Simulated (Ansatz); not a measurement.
Ansatz (a quantum-chemistry and plane-wave program) input (CCSD(T)/def2-SVPD):

Ansatz 0.2 input:
```yaml
crystal:
  periodic: [false, false, false]
  atoms:
    - {symbol: Pb, position_ang: [-0.00000000, -0.00000000, -0.37640212]}
    - {symbol: S, position_ang: [0.00000000, 0.00000000, 1.92906087]}
basis:
  gaussian:
    orbitals: def2-SVPD
magnetization: {spin_polarized: false}
correlation: {method: ccsd_t, electrons: outside_noble_gas}
output: {forces: true}
```

Output:

```
Functional definition: HF
integrals: 0.03 GiB planned
666 factors; integrals over basis functions are off by at most 1.2e-4 eV
mean field: 0.15 GiB planned
mean field evaluation 1: about -16032.3144 eV, gradient 2.5e1 eV
mean field evaluation 2: about -16032.3494 eV, gradient 2.5e1 eV
mean field evaluation 4: about -16035.0706 eV, gradient 1.6e0 eV
mean field evaluation 8: about -16035.0958 eV, gradient 1.5e-1 eV
mean field evaluation 16: about -16035.0161 eV, gradient 1.6e0 eV
mean field -16035.09608279 eV, -589.2789120641 hartree, gradient 9.3e-6 eV, S^2 0.000000; 0 other end points of the search recorded, 0 dependent functions left out
14 core orbitals not correlated
reference -16035.09608279 eV, -589.2789120641 hartree; 5, 5 occupied and 40, 40 virtual orbitals, 666 factors
densities: 0.12 GiB planned
second order -5.44788389 eV of doubles, -0.00000000 eV of singles
coupled cluster: 0.10 GiB planned
cycle   1  -5.51383019 eV  change   -6.6e-2 eV  update   1.2e-1
cycle   2  -5.72769514 eV  change   -2.1e-1 eV  update   4.8e-2
cycle   3  -5.81706548 eV  change   -8.9e-2 eV  update   3.1e-2
cycle   4  -5.80950215 eV  change    7.6e-3 eV  update   1.0e-2
cycle   5  -5.80850795 eV  change    9.9e-4 eV  update   3.7e-3
cycle   6  -5.80849015 eV  change    1.8e-5 eV  update   9.2e-4
cycle   7  -5.80832953 eV  change    1.6e-4 eV  update   3.1e-4
cycle   8  -5.80838687 eV  change   -5.7e-5 eV  update   9.5e-5
cycle   9  -5.80837263 eV  change    1.4e-5 eV  update   2.5e-5
cycle  10  -5.80836082 eV  change    1.2e-5 eV  update   7.9e-6
cycle  11  -5.80836008 eV  change    7.4e-7 eV  update   2.9e-6
cycle  12  -5.80836248 eV  change   -2.4e-6 eV  update   1.1e-6
perturbative correction -0.35732030 eV, -0.0131312788 hartree
the calculation of the forces begins
Total energy: -16041.26176557 eV, -589.5054967270 hartree
Atom 0 at    -0.000000    -0.000000    -0.376402 Å, force    -0.000000    -0.000000    -1.118294 eV/Å
Atom 1 at     0.000000     0.000000     1.929061 Å, force     0.000000    -0.000000     1.118294 eV/Å
Dipole moment:    -0.000000     0.000000    -0.809590 e Å
```
